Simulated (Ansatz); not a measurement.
CH₄InNS (`S=C[NH][InH2]`), relaxed with RKS PBE0-D4/def2-TZVP in Ansatz from a GFN2-xTB geometry. The force threshold is 0.005 eV/Å; the program also tests the step.

The species carries charge 0 and has multiplicity 1. In takes the def2 core potential.

Start:

```xyz
8

S    -1.968    2.175   -0.244
C    -0.717    1.133   -0.365
N    -0.529    0.060    0.412
In    1.085   -1.225    0.141
H     0.050    1.279   -1.136
H    -1.259   -0.049    1.114
H     2.142   -0.817   -1.134
H     1.195   -2.555    1.212
```

```csv
step,energy (eV),largest force (eV/Å),largest move (Å)
1,-18595.6125,0.447,0.000
2,-18595.6365,0.248,0.110
3 (rejected),-18595.6320,0.468,0.044
4,-18595.6423,0.054,0.022
5,-18595.6426,0.117,0.045
6,-18595.6437,0.073,0.019
7,-18595.6438,0.016,0.003
8,-18595.6438,0.002,0.001
```

End:

```xyz
8

S    -1.981    2.165   -0.199
C    -0.723    1.133   -0.371
N    -0.477    0.044    0.369
In    1.119   -1.254    0.139
H     0.020    1.305   -1.156
H    -1.182   -0.089    1.087
H     2.136   -0.781   -1.142
H     1.089   -2.523    1.273
```

Run time 26 s (4 threads of a server CPU on a shared host); peak host memory 0.43 GiB.
